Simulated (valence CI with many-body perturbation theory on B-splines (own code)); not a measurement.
E1 transitions of Cl10+

Computed by relativistic CI+MBPT: five valence electrons over a frozen Dirac-Fock core [He], radial functions for each j: 11 s, 11 p, 10 d, 8 f, 5 g, 2 h, with the one-electron correlation potential Σ1, the two-electron term Σ2, the three-electron term Σ3, Breit, model QED; selected CI, second order for the rest, scaled by the run's own slope (own B-spline code, finite nucleus).

No measured spectrum was set against this ion. As an estimate, levels of excited configurations hold to 0.05 to 0.15 % of their energy, terms of the ground configuration to about 0.5 %. Among the levels kept, up to 4800 cm⁻¹ of a level comes from second order outside the variational space, and about a tenth of that is noise between levels of different J, which matters for small intervals.

Lines 1 to 50 of 596 in falling wavelength, among levels below 3260.7 × 10³ cm⁻¹, chosen from the strongest by gf and those to the six lowest levels. Wavelengths and rates use the calculated energies, so an error of 400 cm⁻¹ moves a line at 128.7 nm by 0.51 % and its rate by three times that or more. Electric multipoles are in the length gauge, E1 and E2 with the static RPA response of the core. Weak lines are less certain than strong ones. Lines between different terms over intervals too small for the method are left out, as are lines whose strength nearly cancels. Where a level lies close to another of its J and parity, the split of strength between their lines is uncertain. The highest levels of a list are the least certain.

Names give the largest LS component (configuration and term), which can be under half, so a name can repeat, a term be missing and a line seem to break the LS rules; names also repeat where a configuration has a term twice. Letters in brackets count levels of one name in rising energy.

| λ vac (nm) | Upper | Lower | A (s⁻¹) | S (a.u.) with core polarisation | S without |
| --- | --- | --- | --- | --- | --- |
| 128.7 | 2s2p³3p ²P_3/2 [a] | 2s2p³3s ²D°_5/2 [a] | 1.27e+08 | 5.35e-01 | 5.35e-01 |
| 122.6 | 2s2p³3p ²P_1/2 [a] | 2s2p³3s ²D°_3/2 [a] | 2.38e+08 | 4.33e-01 | 4.33e-01 |
| 106.6 | 2s2p³3p ²F_7/2 [a] | 2s2p³3s ²D°_5/2 [a] | 4.92e+08 | 2.35e+00 | 2.35e+00 |
| 105.8 | 2s2p³3p ⁴P_5/2 [a] | 2s2p³3s ⁴S°_3/2 [a] | 4.36e+08 | 1.53e+00 | 1.53e+00 |
| 105.7 | 2s2p³3p ²F_5/2 [a] | 2s2p³3s ²D°_3/2 [a] | 4.78e+08 | 1.67e+00 | 1.67e+00 |
| 105.1 | 2s2p³3p ⁴P_3/2 [a] | 2s2p³3s ⁴S°_3/2 [a] | 4.45e+08 | 1.02e+00 | 1.02e+00 |
| 104.4 | 2s2p³3p ⁴P_1/2 [a] | 2s2p³3s ⁴S°_3/2 [a] | 4.52e+08 | 5.08e-01 | 5.08e-01 |
| 102.8 | 2s2p³3p ²P_1/2 [b] | 2s2p³3s ²P°_1/2 [a] | 3.15e+08 | 3.38e-01 | 3.38e-01 |
| 98.76 | 2s2p³3p ²P_3/2 [b] | 2s2p³3s ²P°_3/2 [a] | 4.50e+08 | 8.56e-01 | 8.56e-01 |
| 96.20 | 2s2p³3p ²P_3/2 [c] | 2s2p³3s ²D°_5/2 [b] | 2.74e+08 | 4.82e-01 | 4.82e-01 |
| 95.26 | 2s2p³3d ⁴D°_7/2 [b] | 2s2p³3p ⁴P_5/2 [b] | 2.52e+08 | 8.58e-01 | 8.58e-01 |
| 94.08 | 2s2p³3d ⁴D°_5/2 [b] | 2s2p³3p ⁴P_3/2 [b] | 1.94e+08 | 4.77e-01 | 4.77e-01 |
| 92.04 | 2s2p³3p ²D_3/2 [b] | 2s2p³3s ²P°_1/2 [a] | 6.69e+08 | 1.03e+00 | 1.03e+00 |
| 91.22 | 2s2p³3p ⁴D_1/2 [a] | 2s2p³3s ⁴D°_3/2 | 3.74e+08 | 2.80e-01 | 2.80e-01 |
| 90.91 | 2s2p³3p ⁴D_3/2 [a] | 2s2p³3s ⁴D°_3/2 | 3.55e+08 | 5.26e-01 | 5.26e-01 |
| 90.82 | 2s2p³3p ⁴D_3/2 [a] | 2s2p³3s ⁴D°_5/2 | 2.85e+08 | 4.22e-01 | 4.22e-01 |
| 90.70 | 2s2p³3p ²D_5/2 [b] | 2s2p³3s ²P°_3/2 [a] | 7.82e+08 | 1.73e+00 | 1.73e+00 |
| 89.82 | 2s2p³3p ⁴D_5/2 [a] | 2s2p³3s ⁴D°_7/2 | 1.81e+08 | 3.89e-01 | 3.89e-01 |
| 89.55 | 2s²2p²3p ⁴D°_3/2 | 2s²2p²3s ⁴P_3/2 | 2.99e+08 | 4.24e-01 | 4.24e-01 |
| 89.43 | 2s2p³3p ⁴D_5/2 [a] | 2s2p³3s ⁴D°_5/2 | 6.59e+08 | 1.40e+00 | 1.40e+00 |
| 89.33 | 2s2p³3p ²F_5/2 [b] | 2s2p³3s ²D°_3/2 [b] | 8.22e+08 | 1.73e+00 | 1.74e+00 |
| 88.52 | 2s2p³3p ⁴D_7/2 [a] | 2s2p³3s ⁴D°_7/2 | 8.86e+08 | 2.43e+00 | 2.43e+00 |
| 88.43 | 2s2p³3p ⁴S_3/2 | 2s2p³3s ⁴P°_5/2 | 4.10e+08 | 5.60e-01 | 5.60e-01 |
| 87.67 | 2s2p³3p ⁴S_3/2 | 2s2p³3s ⁴P°_3/2 | 2.65e+08 | 3.53e-01 | 3.53e-01 |
| 87.53 | 2s2p³3p ⁴P_1/2 [d] | 2s2p³3s ⁴S°_3/2 [b] | 7.25e+08 | 4.80e-01 | 4.80e-01 |
| 87.39 | 2s²2p²3d ²D_3/2 [b] | 2s²2p²3p ²P°_1/2 [b] | 2.40e+08 | 3.17e-01 | 3.17e-01 |
| 87.07 | 2s²2p²3p ⁴D°_1/2 | 2s²2p²3s ⁴P_1/2 | 6.92e+08 | 4.51e-01 | 4.51e-01 |
| 87.06 | 2s2p³3p ⁴P_5/2 [d] | 2s2p³3s ⁴S°_3/2 [b] | 8.34e+08 | 1.63e+00 | 1.63e+00 |
| 87.04 | 2s2p³3p ²F_7/2 [b] | 2s2p³3s ²D°_5/2 [b] | 9.64e+08 | 2.51e+00 | 2.51e+00 |
| 86.97 | 2s²2p²3d ²F_5/2 [b] | 2s²2p²3p ²P°_3/2 [b] | 3.15e+08 | 6.13e-01 | 6.13e-01 |
| 86.85 | 2s2p³3p ⁴P_3/2 [d] | 2s2p³3s ⁴S°_3/2 [b] | 6.67e+08 | 8.63e-01 | 8.63e-01 |
| 86.53 | 2s²2p²3p ²D°_3/2 [a] | 2s²2p²3s ²P_1/2 | 5.54e+08 | 7.09e-01 | 7.09e-01 |
| 85.91 | 2s²2p²3p ⁴P°_3/2 | 2s²2p²3s ⁴P_5/2 | 2.76e+08 | 3.45e-01 | 3.45e-01 |
| 85.73 | 2s²2p²3p ²D°_5/2 [a] | 2s²2p²3s ²P_3/2 | 6.29e+08 | 1.17e+00 | 1.17e+00 |
| 85.58 | 2s²2p²3p ⁴D°_7/2 | 2s²2p²3s ⁴P_5/2 | 9.19e+08 | 2.27e+00 | 2.27e+00 |
| 85.04 | 2s²2p²3p ⁴D°_5/2 | 2s²2p²3s ⁴P_3/2 | 8.10e+08 | 1.48e+00 | 1.48e+00 |
| 84.80 | 2s2p³3p ⁴F_3/2 | 2s2p³3s ⁴D°_1/2 | 8.16e+08 | 9.82e-01 | 9.82e-01 |
| 84.79 | 2s2p³3p ⁴D_5/2 [b] | 2s2p³3s ⁴P°_5/2 | 3.16e+08 | 5.71e-01 | 5.71e-01 |
| 84.78 | 2s²2p²3p ⁴D°_3/2 | 2s²2p²3s ⁴P_1/2 | 5.77e+08 | 6.94e-01 | 6.95e-01 |
| 84.64 | 2s2p³3d ⁴P°_5/2 [b] | 2s2p³3p ⁴P_5/2 [c] | 2.45e+08 | 4.40e-01 | 4.40e-01 |
| 84.54 | 2s2p³3p ²D_3/2 [d] | 2s2p³3s ²P°_1/2 [b] | 9.23e+08 | 1.10e+00 | 1.10e+00 |
| 84.53 | 2s2p³3p ⁴D_1/2 [b] | 2s2p³3s ⁴P°_1/2 | 8.72e+08 | 5.20e-01 | 5.20e-01 |
| 84.49 | 2s2p³3d ⁴P°_5/2 [b] | 2s2p³3p ⁴P_3/2 [c] | 1.48e+08 | 2.65e-01 | 2.65e-01 |
| 84.47 | 2s2p³3p ⁴D_3/2 [b] | 2s2p³3s ⁴P°_3/2 | 5.89e+08 | 7.01e-01 | 7.01e-01 |
| 84.47 | 2s²2p²3p ²F°_5/2 | 2s²2p²3s ²D_3/2 | 9.75e+08 | 1.74e+00 | 1.74e+00 |
| 84.43 | 2s2p³3d ⁴P°_5/2 [a] | 2s2p³3p ⁴P_5/2 [b] | 5.00e+08 | 8.91e-01 | 8.91e-01 |
| 84.35 | 2s2p³3p ⁴F_5/2 | 2s2p³3s ⁴D°_3/2 | 1.05e+09 | 1.87e+00 | 1.87e+00 |
| 84.29 | 2s2p³3p ²D_5/2 [d] | 2s2p³3s ²P°_3/2 [b] | 1.02e+09 | 1.80e+00 | 1.80e+00 |
| 84.24 | 2s2p³3p ⁴D_3/2 [b] | 2s2p³3s ⁴P°_1/2 | 4.33e+08 | 5.11e-01 | 5.11e-01 |
| 84.18 | 2s2p³3p ⁴D_7/2 [b] | 2s2p³3s ⁴P°_5/2 | 1.07e+09 | 2.53e+00 | 2.53e+00 |
